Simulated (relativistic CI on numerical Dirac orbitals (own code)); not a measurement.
## W+: what numerical and physical settings do to a radial Dirac CI calculation

Reference input:

```
atom W  Z=74  charge=1  electrons=73
nucleus A=184  rms_radius_fm=5.3658
hamiltonian dirac-coulomb  breit=on  qed=on  c_scale=1
orbitals kli  potential=per-configuration
slater_scale 1
correlation none
mixing on
grid step=0.0125 r_max=129.7
scf mixing=0.4 start=green max_iterations=150 tolerance=2e-08 node_fill=0.05
configurations
  [Xe] 4f14 5d4 6s
end
```

Computed lowest total energy -16127.13105 Ha, first excitation 899.4 cm⁻¹, 14 SCF steps. Runs with settings changed; * marks those that are bad on purpose:

```csv
Changed,Outcome,Lowest level,ΔE (Ha),First excitation (cm⁻¹),SCF steps,Message
Breit term off,converged,5d⁴6s ⁶D1/2,-17.2,946.2,14,
"SCF mixing 0.7, QED terms off",converged,5d⁴6s ⁶D1/2,-11.7,895.1,22,
"Breit term off, start potential previous",converged,5d⁴6s ⁶D1/2,-17.2,946.2,12,
grid step 0.002 *,refused,,,,0,"the grid has 9341 points, outside 40 to 4096"
end of the grid at 3.89 bohr *,not converged,,,,32,SCF of 1s2 2s2 2p6 3s2 3p6 3d10 4s2 4p6 4d10 4f14 5s2 5p6 5d4 6s stopped: an orbital could not be found
```

With so few configurations and no correlation, terms lie too far apart (by 10 to 50 % near neutrality), their order can be wrong, and levels of other configurations are missing.
